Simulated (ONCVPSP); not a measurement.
**Be: variants of one ONCV potential**

Base potential:

- Element: beryllium (Be)
- Generator: ONCVPSP 4.0.1
- Type: optimised norm-conserving Vanderbilt (ONCV)
- Functional: LDA (Perdew-Zunger)
- Relativity: scalar-relativistic
- Frozen core: none
- Valence charge: 4
- Reference configuration: 1s2 2s2
- Partial waves: 1s+2s: rc 0.70 bohr, ncon 3, nbas 6, qcut 21.4 1/bohr, 2 projectors; p scattering state at 0.05 Ha: rc 0.70 bohr, ncon 4, nbas 7, qcut 14.2 1/bohr, 3 projectors, debl 2.4 Ha
- Local potential: polynomial inside 0.50 bohr (lpopt 5, dvloc0 1 Ha)
- Core correction: none

All-electron outer shells of the reference configuration (LDA (Perdew-Zunger), scalar-relativistic, ld1.x):

```tsv
shell	level (eV)	outermost node (bohr)	outermost maximum (bohr)
1s	-104.93	–	0.27
2s	-5.61	0.60	2.04
```

Cutoffs, loose and tight: the cutoffs (Ha) at which the residual kinetic energy of the hardest occupied pseudo-wave falls to 1 and 0.1 mHa per electron. They do not see the model core or the augmentation charge, which bear on the density cutoff. Test errors are all-electron minus pseudo excitation energies from the reference, over the configurations 1s2 2s1; 1s2 2s0; 1s2 2s1.5; 1s2 2s0 2p2. A dash means not determined; rows that change the core or the reference have their own tests. The largest error is taken over the tests solved by every variant that gives reliable tests at all: 1s2 2s0; 1s2 2s1; 1s2 2s1.5.

A true bound ghost makes a file unfit for plane-wave use even where its test errors are small: the radial tests pick states by their node count and pass the ghost by.

```tsv
change	outcome	cutoff, loose	cutoff, tight	bound ghosts	GHOST(+) flags above zero	largest test error (meV)
base	generated	123 Ha	147 Ha	none	p	+2.3
p: rc 0.48; local potential polynomial inside 0.48 bohr (lpopt 5, dvloc0 1 Ha)	generated	123 Ha	147 Ha	p	p	+2.3
p: rc 0.58	generated	123 Ha	147 Ha	none	p	+2.3
p: rc 0.66	generated	123 Ha	147 Ha	none	p	+2.3
p: rc 0.8	generated	123 Ha	147 Ha	none	none	+2.3
p: rc 0.88	generated	123 Ha	147 Ha	none	none	+2.3
p: rc 0.92	generated	123 Ha	147 Ha	none	none	+2.3
p: rc 1	generated	123 Ha	147 Ha	none	none	+2.3
```

Reading the sweep of the p radius (base included, trends over the rows without a ghost): The loose cutoff stays near 123 Ha. The median size of the test errors (rows with all tests solved) stays near 1.3 meV. Bound ghosts are found at 0.48 bohr.
